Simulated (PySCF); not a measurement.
How exact exchange moves a shielding

Molecule: SMILES C(C[SiH3])CS, C$_{3}$H$_{10}$SSi.

Geometry:
```json
{"atom": "Si1", "x (Å)": "-2.239", "y (Å)": "0.712", "z (Å)": "0.681"}
{"atom": "C2", "x (Å)": "-0.688", "y (Å)": "0.456", "z (Å)": "-0.363"}
{"atom": "C3", "x (Å)": "0.467", "y (Å)": "-0.201", "z (Å)": "0.390"}
{"atom": "C4", "x (Å)": "1.699", "y (Å)": "-0.399", "z (Å)": "-0.479"}
{"atom": "S5", "x (Å)": "3.077", "y (Å)": "-1.242", "z (Å)": "0.355"}
{"atom": "H6", "x (Å)": "-1.931", "y (Å)": "1.572", "z (Å)": "1.867"}
{"atom": "H7", "x (Å)": "-2.758", "y (Å)": "-0.600", "z (Å)": "1.176"}
{"atom": "H8", "x (Å)": "-3.308", "y (Å)": "1.378", "z (Å)": "-0.126"}
{"atom": "H9", "x (Å)": "-0.380", "y (Å)": "1.439", "z (Å)": "-0.762"}
{"atom": "H10", "x (Å)": "-0.968", "y (Å)": "-0.152", "z (Å)": "-1.242"}
{"atom": "H11", "x (Å)": "0.741", "y (Å)": "0.415", "z (Å)": "1.266"}
{"atom": "H12", "x (Å)": "0.160", "y (Å)": "-1.179", "z (Å)": "0.796"}
{"atom": "H13", "x (Å)": "2.048", "y (Å)": "0.558", "z (Å)": "-0.898"}
{"atom": "H14", "x (Å)": "1.461", "y (Å)": "-1.049", "z (Å)": "-1.336"}
{"atom": "H15", "x (Å)": "3.292", "y (Å)": "-0.295", "z (Å)": "1.293"}
```

GIAO shieldings (ppm, equivalent atoms averaged) in PySCF 2.14.0 with density-fitted response routines on the PBE0-D3(BJ)/def2-SVP geometry, basis pcSseg-1, gas phase, non-relativistic:

```csv
functional,exact exchange (%),σ(Si1)
BLYP,0,391.8
BP86,0,400.6
PBE,0,402.1
B3LYP,20,403.0
mPW1PW91,25,413.2
BHandHLYP,50,419.7
HF,100,449.2
```

(1) Fit each shielding as a line in the percentage of exact exchange.

(2) What does the line predict for PBE0 (25 %), and what does the run give?

## Answers

(1) σ(Si1) = 397.3 + 0.50 x (rms 3.9 ppm). The functionals also differ in their semilocal parts, which the line can't hold; Hartree–Fock has no correlation at all.

(2) σ(Si1): 409.8 predicted, 415.6 computed ppm.
